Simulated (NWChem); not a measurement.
Species: C₂H₅BF₂O; SMILES OB(CF)CF

```xyz
11

O     -0.0444     1.3542    -0.2436
B     -0.0322     0.0330    -0.0105
C     -1.3712    -0.8021    -0.0688
F     -2.4753    -0.0435    -0.3668
C      1.3676    -0.6485     0.3163
F      2.3557     0.3293     0.3246
H      0.8542     1.7098    -0.1702
H     -1.5362    -1.3177     0.8986
H     -1.2739    -1.6120    -0.8193
H      1.6367    -1.4139    -0.4346
H      1.3665    -1.1570     1.2976
```
Atoms are numbered in this order, from 1.

Program: NWChem. Pople sets run with spherical d functions. Structure relaxed at the PBE0/def2-SVP level. B3LYP is NWChem's, with the RPA form of VWN correlation. Atomic charges in e: unrestrained fits to the electrostatic potential beside Mulliken populations; buried atoms are poorly determined by the fit.

For level Hartree-Fock/6-31G*:

```yaml
ESP O1: -0.67
Mulliken O1: -0.71
ESP B2: 0.50
Mulliken B2: 0.63
Mulliken C3: -0.05
Mulliken F4: -0.44
Mulliken C5: -0.08
```

Question: How do the values read with level B3LYP/def2-SVP instead?

Answer: 
| Item | Result |
|---|---|
| ESP O1 | -0.54 |
| Mulliken O1 | -0.06 |
| ESP B2 | 0.30 |
| Mulliken B2 | -0.22 |
| Mulliken C3 | 0.31 |
| Mulliken F4 | -0.27 |
| Mulliken C5 | 0.24 |
